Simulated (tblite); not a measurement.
C5H12O3Si.
Atom-mapped SMILES: `[CH3:1][C:2](=[O:3])[O:4][C:5]([CH3:6])([CH3:7])[SiH2:8][OH:9]` (hydrogens: H10, H11, H12 on C1; H13, H14, H15 on C6; H16, H17, H18 on C7; H19, H20 on Si8; H21 on O9)

Cartesian coordinates in Å at the GFN2-xTB level; atoms count from 1:
```
atom  x, y, z in Å
C1     2.6929   -0.8062    1.0584
C2     1.2709   -0.3351    0.8972
O3     0.5602   -0.0173    1.8289
O4     0.8927   -0.2973   -0.3542
C5    -0.4306    0.2384   -0.6511
C6    -0.2970    1.7562   -0.7361
C7    -0.7695   -0.3382   -2.0194
Si8   -1.7514   -0.2725    0.6697
O9    -2.0756    0.8352    1.8011
H10    2.7817   -1.3907    1.9695
H11    3.3408    0.0646    1.1443
H12    2.9954   -1.3880    0.1934
H13   -1.2605    2.1914   -0.9854
H14    0.4282    2.0379   -1.4999
H15    0.0269    2.1636    0.2197
H16   -1.7178    0.0627   -2.3622
H17    0.0052   -0.0826   -2.7405
H18   -0.8489   -1.4207   -1.9631
H19   -3.0200   -0.2555   -0.0558
H20   -1.4418   -1.6171    1.1496
H21   -1.3907    1.0429    2.4354
```

All values are computed: GFN2-xTB (tblite) harmonic vibrations without scaling, gas phase. Errors from tens to a few hundred cm⁻¹ against measured bands are possible. Modes of hydrogen on silicon can be 10 to 20 % off. One conformer, not necessarily the lowest.

Harmonic wavenumbers (cm⁻¹): 36.5, 54.3, 112.3, 118.4, 146.8, 183.2, 196.9, 228.3, 248.6, 270.4, 315.3, 356.9, 410.3, 437.1, 439.6, 553.9, 585.8, 602.6, 613.6, 660.1, 757.3, 822.3, 870.5, 882.0, 927.2, 944.0, 962.0, 983.7, 1007.8, 1014.3, 1017.6, 1137.8, 1189.5, 1219.0, 1274.5, 1367.0, 1396.9, 1411.1, 1442.5, 1448.9, 1481.7, 1491.5, 1492.2, 1503.8, 1718.9, 2267.0, 2300.1, 2998.0, 3015.9, 3021.3, 3028.8, 3041.3, 3048.5, 3053.0, 3059.9, 3065.3, 3628.2.

A = 1747, B = 1210, C = 897.5 MHz; mass 148.056 u (most abundant isotopes); point group C1, symmetry number 1.

**Question.** What is the zero-point energy?

**Answer.** ½Σν̃ = 35931 cm⁻¹ = 102.73 kcal/mol.

**Question.** Give the ideal-gas entropy at 200 K and 1 bar in the rigid-rotor, harmonic-oscillator model (classical rotation).

**Answer.** Translation 38.93, rotation 28.33, vibration 25.05: S = 92.3 cal/(mol K).

**Question.** And Cp and H(200 K) − H(0)?

**Answer.** Cp = 34.83 cal/(mol K), of which vibrations give 26.89 (their classical limit is 57 R = 113.3); H(200 K) − H(0) = 4.32 kcal/mol without the zero-point energy, 2.73 from vibrations.

**Question.** How do the functions run with temperature in this model?

**Answer.** 
```tsv
T (K)	S (cal/(mol K))	Cp (cal/(mol K))	H − H(0) (kcal/mol)	G − H(0) (kcal/mol)	ln q(vib)
150	83.2	28.8	2.73	-9.75	4.00
250	100.7	40.7	6.21	-18.97	7.44
298.15	108.3	46.1	8.30	-24.00	9.06
400	123.4	56.8	13.56	-35.81	12.44
600	149.7	72.9	26.62	-63.19	18.76
900	182.4	88.4	51.00	-113.18	27.42
```

q(vib) and H(0) count from the zero-point level.

**Question.** What must be added to the electronic energy to get the Gibbs energy at 200 K and 1 bar?

**Answer.** ZPE + [H(200 K) − H(0)] − T·S = 102.73 + 4.32 − 18.46 = 88.59 kcal/mol.

Hindered rotation and anharmonicity are outside this model. Other conformers, if any are populated, would add a mixing term that is left out. The structure is chiral; the term R ln 2 for an equal mix with its mirror image is left out.

Time: 0.82 s wall. Hardware: one thread of an Intel Xeon 6975P-C, on a shared host. The figure is for the frequency step alone.
